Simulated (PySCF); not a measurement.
Compound: C4H8F2Si.
SMILES with atom numbers: `[CH2:1]=[C:2]([SiH3:3])[CH2:4][CH:5]([F:6])[F:7]` (hydrogens: H8, H9 on C1; H10, H11, H12 on Si3; H13, H14 on C4; H15 on C5)

The same species was optimised twice, with GFN2-xTB and with PBE0-D3(BJ)/def2-SVP (PySCF), and the same property calculations (PySCF, gas phase) were run on both structures.

```csv
coordinate,GFN2-xTB,PBE0-D3(BJ)/def2-SVP,change
C1=C2 (Å),1.326,1.341,+0.015
C4–C5 (Å),1.520,1.509,-0.011
C5–F7 (Å),1.358,1.350,-0.008
C2–Si3 (Å),1.897,1.891,-0.006
C5–F6 (Å),1.357,1.359,+0.002
C2–C4 (Å),1.505,1.506,+0.001
C1–C2–Si3 (°),122.3,118.7,-3.6
C2–C4–C5 (°),110.7,113.9,+3.2
Si3–C2–C4 (°),117.8,120.7,+2.9
F6–C5–F7 (°),105.8,107.4,+1.6
C4–C5–F6 (°),111.3,109.8,-1.5
C4–C5–F7 (°),110.9,110.0,-0.9
C1–C2–C4 (°),119.9,120.5,+0.6
C1–C2–C4–C5 (°),107,121,+14
C2–C4–C5–F6 (°),70,62,-8
```

Rotational constants: A = 3370, B = 1360, C = 1047 MHz (GFN2-xTB) against A = 3409, B = 1365, C = 1034 MHz (PBE0-D3(BJ)/def2-SVP). Point groups within 0.08 Å: C1 and C1.

On the GFN2-xTB structure: lowest singlet, TDDFT (eV) 6.77 [CAM-B3LYP/def2-SVPD]; lowest triplet, Tamm–Dancoff (eV) 4.25 [CAM-B3LYP/def2-SVPD]; isotropic polarisability (au) 76.7 [CAM-B3LYP/def2-SVPD]; HOMO (eV) -9.33 [CAM-B3LYP/def2-SVPD]; LUMO (eV) 0.45 [CAM-B3LYP/def2-SVPD]; dipole (D) 2.25 [CAM-B3LYP/def2-SVPD]; HOMO (eV) -7.98 [PBE0/pcSseg-1]; LUMO (eV) -0.60 [PBE0/pcSseg-1]; dipole (D) 2.12 [PBE0/pcSseg-1]; GIAO shielding of C1 (ppm) 45.7 [PBE0/pcSseg-1]; GIAO shielding of C2 (ppm) 40.2 [PBE0/pcSseg-1]; GIAO shielding of Si3 (ppm) 416.6 [PBE0/pcSseg-1]; GIAO shielding of C4 (ppm) 135.6 [PBE0/pcSseg-1]; GIAO shielding of C5 (ppm) 61.1 [PBE0/pcSseg-1]; GIAO shielding of F6/F7 (mean) (ppm) 300.9 [PBE0/pcSseg-1].

**Question.** What do these properties become on the PBE0-D3(BJ)/def2-SVP structure?

**Answer.** 
| property | level | on GFN2-xTB | on PBE0-D3(BJ)/def2-SVP | change |
| --- | --- | --- | --- | --- |
| lowest singlet, TDDFT (eV) | CAM-B3LYP/def2-SVPD | 6.77 | 6.79 | +0.02 |
| lowest triplet, Tamm–Dancoff (eV) | CAM-B3LYP/def2-SVPD | 4.25 | 4.16 | -0.09 |
| isotropic polarisability (au) | CAM-B3LYP/def2-SVPD | 76.7 | 78.4 | +1.7 |
| HOMO (eV) | CAM-B3LYP/def2-SVPD | -9.33 | -9.30 | +0.03 |
| LUMO (eV) | CAM-B3LYP/def2-SVPD | 0.45 | 0.42 | -0.03 |
| dipole (D) | CAM-B3LYP/def2-SVPD | 2.25 | 2.29 | +0.04 |
| energy, GFN2-xTB geometry as zero (kcal/mol) | CAM-B3LYP/def2-SVPD | 0.0 | -1.5 | -1.5 |
| HOMO (eV) | PBE0/pcSseg-1 | -7.98 | -7.97 | +0.01 |
| LUMO (eV) | PBE0/pcSseg-1 | -0.60 | -0.65 | -0.05 |
| dipole (D) | PBE0/pcSseg-1 | 2.12 | 2.19 | +0.07 |
| energy, GFN2-xTB geometry as zero (kcal/mol) | PBE0/pcSseg-1 | 0.0 | -1.5 | -1.5 |
| GIAO shielding of C1 (ppm) | PBE0/pcSseg-1 | 45.7 | 40.1 | -5.6 |
| GIAO shielding of C2 (ppm) | PBE0/pcSseg-1 | 40.2 | 38.5 | -1.7 |
| GIAO shielding of Si3 (ppm) | PBE0/pcSseg-1 | 416.6 | 412.5 | -4.1 |
| GIAO shielding of C4 (ppm) | PBE0/pcSseg-1 | 135.6 | 135.7 | +0.1 |
| GIAO shielding of C5 (ppm) | PBE0/pcSseg-1 | 61.1 | 64.0 | +2.9 |
| GIAO shielding of F6/F7 (mean) (ppm) | PBE0/pcSseg-1 | 300.9 | 304.2 | +3.3 |

The heavy atoms differ by 0.106 Å rms after alignment. Among bonds between heavy atoms C1=C2 changes most (+0.015 Å). Changes are differences of the printed values. Neither structure is proved a minimum here.

The values belong to the conformer `[CH2:1]=[C:2]([SiH3:3])[CH2:4][CH:5]([F:6])[F:7]`: C1–C2–C4–C5 121°, C2–C4–C5–F6 62°.
